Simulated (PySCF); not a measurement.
Si(F)2(Me)(SeH) (CH4F2SeSi), SMILES [SeH][Si](F)(C)F.

Coordinates come from a PBE-D3(BJ)/def2-SVP optimisation. The structure was generated by enumeration, and PubChem lists no compound with its InChIKey, so it may never have been made. Other conformers were not sampled.

Method: PBE-D3(BJ)/def2-SVP run with PySCF 2.14.0.

Frequencies are harmonic and unscaled.

```
mode  ν (cm⁻¹)  IR (km/mol)    moving atoms (share of kinetic energy)
----  --------  -----------  ----------------------------------------
1          109          6.1                     H 76 %, F 14 %, C 9 %
2          136          0.1                                    H 92 %
3          157          1.5            F 33 %, H 30 %, C 21 %, Se 8 %
4          170          2.6            F 52 %, H 22 %, Se 11 %, C 9 %
5          221          1.4           F 38 %, H 25 %, C 18 %, Si 17 %
6          230          8.8                           F 52 %, Se 34 %
7          304         20.4                   F 65 %, Si 19 %, C 11 %
8          416         59.9  Si 48 %, F 18 %, Se 13 %, H 11 %, C 10 %
9          624          5.9                                    H 89 %
10         702         48.2           C 30 %, H 27 %, Si 22 %, F 20 %
11         755          3.0                    H 68 %, C 21 %, F 11 %
12         774        126.9                   H 59 %, C 22 %, Si 16 %
13         866        159.9                           F 44 %, Si 44 %
14         935        129.8                           Si 50 %, F 43 %
15        1225         32.3                            H 77 %, C 23 %
16        1372          8.2                                    H 96 %
17        1376          1.9                                    H 96 %
18        2355          8.7                                    H 99 %
19        2984          0.1                                    H 97 %
20        3086          0.5                             H 91 %, C 9 %
21        3096          0.2                             H 91 %, C 9 %
```
